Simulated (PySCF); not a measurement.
```xyz
11

O     -0.3273     1.7806     1.0611
Si     0.0569     0.4117     0.2356
Si    -1.9435    -0.7569    -0.0695
O      1.0006     0.6245    -1.1456
Si     2.1053    -0.2970    -0.2152
H      0.3674     2.4164     1.2573
H     -2.5256    -1.0968     1.2495
H     -1.6333    -2.0051    -0.8044
H     -2.9153     0.0488    -0.8464
H      2.4795    -1.5854    -0.8428
H      3.3352     0.4592     0.1205
```

Charge 0, multiplicity 1.

### Question
Give the Mulliken and meta-Löwdin atomic charges from PBE-D3(BJ)/def2-TZVP // B3LYP-D3(BJ)/def2-TZVP (PySCF 2.14.0).

### Answer

| atom | Mulliken (e) | meta-Löwdin (e) |
|---|---|---|
| O1 | -0.46 | -0.71 |
| Si2 | 0.43 | 0.82 |
| Si3 | 0.00 | 0.16 |
| O4 | -0.35 | -0.79 |
| Si5 | 0.12 | 0.47 |
| H6 | 0.31 | 0.35 |
| H7 | -0.01 | -0.05 |
| H8 | -0.01 | -0.05 |
| H9 | 0.00 | -0.05 |
| H10 | -0.02 | -0.08 |
| H11 | -0.02 | -0.08 |
